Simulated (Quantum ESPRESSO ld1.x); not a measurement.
Task: All-electron atom: the bromine ion Br21+ in [Ne] 3s2 3p2. Calculated with ld1.x of Quantum ESPRESSO 7.5: Dirac Kohn-Sham, relativistic LDA (MacDonald-Vosko exchange, VWN5 correlation), spin-unpolarised, spherical densities, point nucleus; open shells are shared between the two j in proportion to 2j + 1. Some entries of the table are withheld. Estimate them.

| orbital | occ. | eigenvalue (hartree) | <r> (bohr) |
|---|---|---|---|
| 1s1/2 | 2 | (1) | 0.04288 |
| 2s1/2 | 2 | -95.4965 | 0.1875 |
| 2p1/2 | 2 | (2) | 0.1608 |
| 2p3/2 | 4 | (3) | 0.1645 |
| 3s1/2 | 2 | (4) | 0.4716 |
| 3p1/2 | 0.666667 | (5) | (6) |
| 3p3/2 | 1.33333 | (7) | (8) |

Result: 
(1) 1s1/2 eigenvalue (hartree): -520.011
(2) 2p1/2 eigenvalue (hartree): -89.5975
(3) 2p3/2 eigenvalue (hartree): -87.8226
(4) 3s1/2 eigenvalue (hartree): -34.9062
(5) 3p1/2 eigenvalue (hartree): -32.9147
(6) 3p1/2 <r> (bohr): 0.4562
(7) 3p3/2 eigenvalue (hartree): -32.5169
(8) 3p3/2 <r> (bohr): 0.4620
